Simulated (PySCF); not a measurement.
**TDDFT excited states: C5H12O2Si**

Species: C5H12O2Si.
Bonds: C1–O2, O2–Si3, Si3–O4, O4–C5, C5–C6, C6–C7, C7–C8, C6–C8. Hydrogens: H9, H10, H11 on C1; H12, H13 on Si3; H14, H15 on C5; H16 on C6; H17, H18 on C7; H19, H20 on C8.

Theory: PySCF 2.14.0, density-fitted response routines, TDDFT wB97X-D/def2-SVPD, vertical, gas phase, core orbitals frozen in the response. The structure is a single PBE0-D3(BJ)/def2-SVP conformer in the gas phase; no vibrational or solvent corrections. Torsions of this conformer, `[CH3:1][O:2][SiH2:3][O:4][CH2:5][CH:6]1[CH2:7][CH2:8]1`: C1–O2–Si3–O4 63°, O2–Si3–O4–C5 63°, Si3–O4–C5–C6 81°, O4–C5–C6–C7 75°.

```json
{"state": "S1", "E (eV)": "7.89", "E (kJ/mol)": "762", "λ (nm)": "157.0", "f": "0.0026", "|μ| (D)": "0.29", "main configurations (H = HOMO, L = LUMO)": "H→L (41%), H-2→L (24%)"}
{"state": "S2", "E (eV)": "8.06", "E (kJ/mol)": "777", "λ (nm)": "153.9", "f": "0.0052", "|μ| (D)": "0.41", "main configurations (H = HOMO, L = LUMO)": "H-1→L (25%), H-2→L (19%), H→L (13%)"}
{"state": "S3", "E (eV)": "8.10", "E (kJ/mol)": "782", "λ (nm)": "153.0", "f": "0.015", "|μ| (D)": "0.71", "main configurations (H = HOMO, L = LUMO)": "H-1→L (22%), H-2→L (16%), H-3→L (14%)"}
{"state": "S4", "E (eV)": "8.28", "E (kJ/mol)": "798", "λ (nm)": "149.8", "f": "0.016", "|μ| (D)": "0.71", "main configurations (H = HOMO, L = LUMO)": "H→L+1 (31%), H→L+2 (17%), H-2→L (10%)"}
{"state": "S5", "E (eV)": "8.37", "E (kJ/mol)": "808", "λ (nm)": "148.1", "f": "0.015", "|μ| (D)": "0.70", "main configurations (H = HOMO, L = LUMO)": "H-1→L+1 (32%), H-1→L+2 (13%)"}
{"state": "S6", "E (eV)": "8.48", "E (kJ/mol)": "818", "λ (nm)": "146.3", "f": "0.012", "|μ| (D)": "0.60", "main configurations (H = HOMO, L = LUMO)": "H-1→L+2 (22%), H-3→L (12%), H-1→L+3 (9%)"}
{"state": "S7", "E (eV)": "8.56", "E (kJ/mol)": "826", "λ (nm)": "144.9", "f": "0.019", "|μ| (D)": "0.76", "main configurations (H = HOMO, L = LUMO)": "H-2→L+2 (45%), H-2→L+1 (17%)"}
{"state": "S8", "E (eV)": "8.58", "E (kJ/mol)": "828", "λ (nm)": "144.5", "f": "0.014", "|μ| (D)": "0.66", "main configurations (H = HOMO, L = LUMO)": "H-4→L+3 (15%), H-4→L (14%), H→L+2 (13%)"}
{"state": "S9", "E (eV)": "8.71", "E (kJ/mol)": "841", "λ (nm)": "142.3", "f": "0.0087", "|μ| (D)": "0.51", "main configurations (H = HOMO, L = LUMO)": "H-1→L+1 (18%), H-1→L+3 (15%), H-1→L+4 (14%)"}
{"state": "S10", "E (eV)": "8.75", "E (kJ/mol)": "844", "λ (nm)": "141.7", "f": "0.034", "|μ| (D)": "1.02", "main configurations (H = HOMO, L = LUMO)": "H→L+3 (12%), H-2→L+4 (12%), H-2→L+5 (12%)"}
```

Triplets, Tamm–Dancoff:

```tsv
state	E (eV)	λ (nm)	main configurations (H = HOMO, L = LUMO)
T1	7.68	161.4	H→L (35%), H-2→L (19%)
T2	7.84	158.2	H→L+2 (32%), H→L+1 (12%), H-2→L (10%)
T3	7.88	157.4	H-1→L (37%), H-3→L (18%)
T4	8.02	154.6	H-2→L (28%), H→L+1 (15%), H→L (8%)
```

The lowest singlet lies at 7.89 eV (157 nm, vacuum ultraviolet) and is very weak; its leading configuration is HOMO→LUMO (41%). The most intense listed level is S10 at 8.75 eV (142 nm, f = 0.034), 0.85 eV above S1. It is the last of those listed, so stronger ones may follow. Löwdin shares by element: HOMO oxygen 45%, carbon 25% or more (atoms not listed hold the other 30%); LUMO silicon 22%, carbon 22% or more, oxygen 8% or more (atoms not listed hold the other 49%). Of the 10 states listed, 7 reach f = 0.01 and none stays under 0.0005. Weighted by f, the mean energy of these states is 8.48 eV. The oscillator strengths of these states sum to 0.142; summed over the whole spectrum of an exact calculation they would give the number of electrons, 72 (Thomas–Reiche–Kuhn). No computed singlet lies in the visible range (380 to 750 nm); the lowest, at 157 nm, stands 4.63 eV above its violet end (3.26 eV). The vertical ionisation energy (ΔSCF) is 10.12 eV, 1.37 eV above S10. Only the lowest 10 singlets were computed, as vertical energies without vibronic structure.
